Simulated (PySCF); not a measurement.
**Removing an electron from `N#CC[SiH2][SiH2][GeH3]`**

C₂H₉GeNSi₂.
SMILES with atom numbers: `[N:1]#[C:2][CH2:3][SiH2:4][SiH2:5][GeH3:6]` (hydrogens: H7, H8 on C3; H9, H10 on Si4; H11, H12 on Si5; H13, H14, H15 on Ge6)

Geometry (PBE0-D3(BJ)/def2-SVP, Å), atoms numbered from 1 in this order:
```
atom  x, y, z in Å
N1     2.015    2.231   -0.447
C2     1.848    1.325    0.255
C3     1.595    0.162    1.079
Si4    0.973   -1.329    0.043
Si5   -0.779   -0.603   -1.334
Ge6   -2.237    0.719    0.012
H7     2.511   -0.125    1.621
H8     0.831    0.410    1.834
H9     0.495   -2.358    1.017
H10    2.125   -1.888   -0.727
H11   -1.506   -1.790   -1.885
H12   -0.233    0.209   -2.462
H13   -2.552   -0.042    1.316
H14   -3.562    1.022   -0.709
H15   -1.541    2.041    0.379
```

Level: B3LYP/def2-SVPD (PySCF). Frontier orbitals with their largest atomic shares (Löwdin; up to four atoms above 4 %):

```json
{"orbital": "HOMO−3", "ε (eV)": "-9.22", "main atoms": "N1 36 %, C2 28 %, Ge6 8 %, C3 6 %"}
{"orbital": "HOMO−2", "ε (eV)": "-8.90", "main atoms": "N1 23 %, C2 17 %, Si4 13 %, Si5 12 %"}
{"orbital": "HOMO−1", "ε (eV)": "-8.53", "main atoms": "Si5 19 %, N1 15 %, C3 14 %, Si4 12 %"}
{"orbital": "HOMO", "ε (eV)": "-7.94", "main atoms": "?"}
{"orbital": "LUMO", "ε (eV)": "-0.85", "main atoms": "Si4 21 %, Ge6 16 %, Si5 16 %, H14 9 %"}
{"orbital": "LUMO+1", "ε (eV)": "-0.40", "main atoms": "Si5 22 %, Si4 17 %, Ge6 14 %, H9 10 %"}
{"orbital": "LUMO+2", "ε (eV)": "-0.17", "main atoms": "Si5 25 %, Si4 17 %, Ge6 14 %, H12 9 %"}
```

Task: What vertical ionisation energy does ΔSCF give, and how far is −ε(HOMO) from it?

Result: ΔSCF: 9.87 eV (952 kJ/mol; threshold wavelength 126 nm); ⟨S²⟩ of the doublet left behind is 0.755, against 0.75 for a pure doublet. −ε(HOMO) is 7.94 eV, 1.93 eV below it. For the exact functional −ε(HOMO) would equal the first vertical ionisation energy; B3LYP (global hybrid, 20 % exact exchange) falls short of its own ΔSCF value by 20 %.

Task: On which atoms does the HOMO lie?

Result: Si5 (SiH2 silicon) 32 %, Ge6 (germanium bonded to Si and 3 H) 25 %, Si4 (SiH2 silicon) 18 %, H14 (Ge–H hydrogen) 6 %, so no atom holds as much as 40 %. The HOMO−1 lies 0.59 eV lower.

Task: How many of the 10 lowest singlet excitations (vertical TDDFT, same level) lie below the ionisation energy?

Result: All 10; they run from 6.35 to 7.35 eV.

Task: Shift the occupied levels rigidly so that −ε(HOMO) equals the ΔSCF value. What binding energies result?

Result: The shift is +1.93 eV: HOMO 9.87, HOMO−1 10.46, HOMO−2 10.83, HOMO−3 11.15 eV. A rigid shift is only a rough guide to the deeper ionisations.

Task: What total energies stand behind the ΔSCF value?

Result: E(N) = -2791.90637 Eh and E(N − 1) = -2791.54366 Eh at the same geometry, 0.36271 Eh apart.

One conformer (not necessarily the lowest) at the PBE0-D3(BJ)/def2-SVP geometry, without solvent, vibrations or thermal averaging. The calculation is non-relativistic, for germanium too.

The run behind these numbers computed excited states and ΔSCF ions as well. On one thread, Arm Neoverse N1 (aarch64), on a shared host, this took 8.9 min and 0.89 GiB of memory at its peak.
